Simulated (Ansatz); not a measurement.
**From InH3 to InF3: predicting a member**

On one In centre, n of the H ligands are replaced by F. The vertical ionisation energy y in eV at B2PLYP/def2-TZVPP. Shapes, held fixed at every level: PBE0-D4/def2-TZVP. Programs: Ansatz 0.2.0.

| molecule | n | y (eV) |
| --- | --- | --- |
| InH3 | 0 | 10.58 |
| InH2F | 1 | 11.22 |
| InHF2 | 2 | ? |
| InF3 | 3 | 14.26 |

Problem. Fit y = c + s·n to the known rows and predict InHF2.

Solution. 
1. Means of the 3 rows: n = 1.33333, y = 12.020.
2. Σ(Δn)² = 4.6667, Σ(Δn·Δy) = 5.92, so the slope is 5.92/4.6667 = 1.2686.
3. Intercept: 12.020 − (1.2686) × 1.33333 = 10.329. The largest residual of the fit is 0.38.
4. InHF2: 10.329 + (1.2686) × 2 = 12.87 eV.

The run gave 12.57 eV, so the prediction is off by +0.30 eV, within the scatter of the fit. The step per swap changes from +0.64 to +1.69 eV along the series, so a line misses the bend. Other levels give for InHF2: PBE-D4/def2-TZVPP 11.80; r2SCAN-D4/def2-TZVPP 12.02; PBE0-D4/def2-TZVPP 12.35 eV. Cations run unrestricted. For atoms past krypton def2 sets carry core potentials with scalar relativity. Correlated rows may include outer-core shells of In, which these sets cover unevenly.
